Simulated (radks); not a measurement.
Results of a calculation; reference values are marked as such.
Mn II, configuration [Ar] 3d5 4s1 (the NIST ground configuration). Code: a radial shooting solver on a logarithmic mesh with Libxc functionals. Model: scalar-relativistic Kohn-Sham, Slater X-alpha with alpha = 0.692, spin-polarised, spherical densities, finite nucleus; open shells are filled with parallel spins first; Fermi nuclear charge, rms radius 3.7057 fm.

Unscreened Slater integrals over Kohn-Sham orbitals (hartree). They are taken over the spin-up orbitals.

integral      value
F0(4s,4s)   0.32955
F0(4s,3d)   0.41125
G2(4s,3d)  0.057621
F0(4s,3p)   0.42336
G1(4s,3p)  0.026732
F0(4s,3s)   0.42542
G0(4s,3s)  0.018998
F0(3d,3d)   0.79708
F2(3d,3d)   0.36085
F4(3d,3d)   0.22299
F0(3d,3p)   0.88493
F2(3d,3p)   0.41102
G1(3d,3p)   0.51034
G3(3d,3p)   0.30686
F0(3d,3s)   0.90630
G2(3d,3s)   0.38507
F0(3p,3p)    1.0006
F2(3p,3p)   0.49901
F0(3p,3s)    1.0275
G1(3p,3s)   0.67981
F0(3s,3s)    1.0570

Derived for the open shells (J is the average intra-shell exchange parameter used in DFT+U). 3d: Racah B = F2/49 - 5 F4/441 = 0.004836 hartree, C = 35 F4/441 = 0.01770 hartree, C/B = 3.66, F4/F2 = 0.618, J = (F2 + F4)/14 = 0.04170 hartree.
